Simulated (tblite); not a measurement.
Species: C5H4OS.
Structure used (GFN2-xTB), in Å, numbered top down from 1:
```
atom  x, y, z in Å
O1     0.8358   -2.0132   -1.9801
C2    -0.1379   -1.6562   -1.3632
C3    -0.1630   -0.5576   -0.4232
C4     0.8751    0.2681   -0.0571
C5     0.4964    1.2347    0.8851
C6    -0.8210    1.1388    1.2286
S7    -1.6248   -0.1290    0.4115
H8    -1.1157   -2.1642   -1.4781
H9     1.8641    0.1633   -0.4652
H10    1.1652    1.9704    1.2942
H11   -1.3686    1.7475    1.9214
```

All values are computed: GFN2-xTB (tblite) harmonic vibrations without scaling, gas phase. This tight-binding method is rough: wavenumbers can miss measured ones by several per cent, in bad cases by 10 to 20. One conformer, not necessarily the lowest.

Harmonic wavenumbers (cm⁻¹): 126.0, 178.2, 219.2, 416.4, 426.4, 537.0, 570.8, 731.2, 753.2, 806.3, 831.2, 860.2, 861.6, 917.1, 1051.8, 1076.9, 1146.4, 1192.6, 1351.8, 1382.3, 1418.6, 1523.9, 1726.5, 2764.0, 3131.9, 3144.2, 3160.3.

A = 5048, B = 1804, C = 1329 MHz; mass 111.998 u (most abundant isotopes); point group Cs, symmetry number 1.

Q: Zero-point energy?

A: ½Σν̃ = 16153 cm⁻¹ = 193.23 kJ/mol.

Q: What is S at 298.15 K and 1 bar for an ideal gas of classical rigid rotors and harmonic oscillators?

A: Translation 167.70, rotation 115.80, vibration 49.55: S = 333.0 J/(mol K).

Q: And Cp and H(298.15 K) − H(0)?

A: Cp = 102.57 J/(mol K), of which vibrations give 69.31 (their classical limit is 27 R = 224.5); H(298.15 K) − H(0) = 18.86 kJ/mol without the zero-point energy, 8.95 from vibrations.

Q: How do the functions run with temperature in this model?

A: 
| T (K) | S (J/(mol K)) | Cp (J/(mol K)) | H − H(0) (kJ/mol) | G − H(0) (kJ/mol) | ln q(vib) |
| --- | --- | --- | --- | --- | --- |
| 50 | 225.6 | 38.3 | 1.72 | -9.56 | 0.03 |
| 100 | 255.9 | 50.3 | 3.94 | -21.65 | 0.31 |
| 373.15 | 358.2 | 122.3 | 27.31 | -106.37 | 3.29 |
| 500 | 398.0 | 149.7 | 44.65 | -154.37 | 4.97 |
| 750 | 466.1 | 184.8 | 86.88 | -262.66 | 8.33 |
| 1000 | 522.3 | 205.8 | 135.91 | -386.42 | 11.54 |

q(vib) and H(0) count from the zero-point level.

Q: What must be added to the electronic energy to get the Gibbs energy at 298.15 K and 1 bar?

A: ZPE + [H(298.15 K) − H(0)] − T·S = 193.23 + 18.86 − 99.30 = 112.79 kJ/mol.

Q: Which modes carry the vibrational entropy at 298.15 K?

A: 126.0 cm⁻¹: 12.58; 178.2 cm⁻¹: 9.82; 219.2 cm⁻¹: 8.22; 416.4 cm⁻¹: 3.78; 426.4 cm⁻¹: 3.64; 537.0 cm⁻¹: 2.39 J/(mol K); the other 21 give 9.11 together.

Q: Blend soft modes into free rotors: weight 1/[1 + (100 cm⁻¹/ν̃)⁴] for the oscillator and the rest for a rotor with moment μB/(μ + B), μ = h/(8π²ν), B = 10⁻⁴⁴ kg m². What vibrational entropy results?

A: 49.11 J/(mol K) in place of 49.55, which changes −T·S at 298.15 K by +0.13 kJ/mol.

Hindered rotation and anharmonicity are outside this model. Other conformers, if any are populated, would add a mixing term that is left out.
